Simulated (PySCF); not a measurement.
As⁻ (arsenic, charge -1) across methods

[Ar] 3d10 4s2 4p4, high-spin 3P determinant. Computed with PySCF 2.14 in aug-cc-pVQZ-PP with ECP10MDF (7s6p5d3f2g, 89 functions), with scalar relativity through the core potential.

| method | E (hartree) | mean ε 4s β (eV) | mean ε 4p α (eV) | mean ε 4p β (eV) | Σ⟨r²⟩ (bohr²) | ⟨S²⟩ |
| --- | --- | --- | --- | --- | --- | --- |
| MN15 | -332.8795 | -8.560 | -0.887 | 0.405 | 66.56 | 2.022 |
| wB97X | -332.4844 | -10.491 | -2.214 | -0.939 | 61.53 | 2.009 |
| LDA | -331.9452 | -7.154 | 0.534 | 1.556 | 65.27 | 2.010 |
| UHF | -331.20036 | -10.243 | -2.706 | -0.568 | 62.24 | 2.030 |
| wB97M-V | -332.2526 | -10.319 | -2.106 | -0.815 | 62.46 | 2.008 |
| r2SCAN | -332.3326 | -6.757 | 0.378 | 1.544 | 63.34 | 2.019 |
| B97-3 | -332.4759 | -7.841 | -0.261 | 0.976 | 63.44 | 2.013 |
| PBE0 | -332.4139 | -7.827 | -0.269 | 0.962 | 63.05 | 2.011 |
| PBE | -332.4477 | -6.775 | 0.603 | 1.640 | 65.50 | 2.011 |

Energies and moments cover only the electrons outside the core potential.

The highest occupied level is positive at MN15, LDA, r2SCAN, B97-3, PBE0, PBE: only the finite basis holds that electron, which in a density functional comes from self-interaction.
